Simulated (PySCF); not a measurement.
## GaP⁻: energy against distance

Set-up: Ga def2-TZVPPD, P def2-TZVPPD; no relativity (PySCF 2.14). Energies in eV from Ga + P⁻ in their ground configurations at the same level. State: ²Σ⁺ (doublet), unpaired electrons σ ↑.

```csv
R (Å),B3LYP
1.835,-2.259
1.921,-2.886
2.006,-3.238
2.070,-3.371
2.134,-3.420
2.198,-3.405
2.283,-3.313
2.390,-3.122
2.518,-2.830
2.689,-2.401
```

Problem. Put a parabola through the three lowest points of the B3LYP curve and estimate Re, k and ωe (reduced mass 21.37 u; 1 eV/Å² = 0.16022 mdyn/Å; ωe = 1302.8·√(k/μ) cm⁻¹).

Solution. Through R = 2.07, 2.134, 2.198 Å the second-order coefficient is 7.81 eV/Å², so Re ≈ 2.151 Å, k ≈ 2.50 mdyn/Å and ωe ≈ 446 cm⁻¹. A polynomial fit of higher order to the unrounded B3LYP energies gives Re = 2.148 Å, k = 2.32 mdyn/Å, ωe = 429 cm⁻¹; anharmonicity and rounding make the difference.

The higher-order fit for each curve: B3LYP: Re = 2.148 Å, ωe = 429 cm⁻¹, De = 3.42 eV.

Spin–orbit coupling is left out. For an ion De counts to the pair picked by the measured ionisation energies or electron affinities, which need not be the lowest pair at this level. The state was picked by a PBE0 search and need not be the measured ground state.
